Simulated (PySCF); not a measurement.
H₅Sb. Atoms are numbered in the order given.

```xyz
6

Sb     0.0000     0.0000     0.0000
H      0.0000     0.0000     1.7724
H      0.0000     0.0000    -1.7724
H      1.7125     0.0000     0.0000
H     -0.8562     1.4830     0.0000
H     -0.8562    -1.4830     0.0000
```

Geometry optimised at r2SCAN-D4/def2-TZVP. The def2 effective core potentials stand for the cores of Sb; spin–orbit coupling is left out.

All values below come from CAM-B3LYP/def2-TZVPD in PySCF.

Mulliken values depend strongly on the basis, most of all with diffuse functions as here. ESP charges are fitted to the potential on shells at 1.4 to 2.0 van der Waals radii. Atomic charges (e):

```json
[
 {"atom": "Sb1", "ESP fit": "[?]", "Mulliken": "0.21"},
 {"atom": "H2", "ESP fit": "[?]", "Mulliken": "-0.07"},
 {"atom": "H3", "ESP fit": "[?]", "Mulliken": "-0.07"},
 {"atom": "H4", "ESP fit": "[?]", "Mulliken": "-0.02"},
 {"atom": "H5", "ESP fit": "[?]", "Mulliken": "-0.02"},
 {"atom": "H6", "ESP fit": "[?]", "Mulliken": "-0.02"}
]
```

Q: What belongs in the gaps? (An estimate is asked for; the answer gives what the named calculation found.)

A: 
- Sb1, ESP fit: 0.55
- H2, ESP fit: -0.20
- H3, ESP fit: -0.20
- H4, ESP fit: -0.05
- H5, ESP fit: -0.05
- H6, ESP fit: -0.05
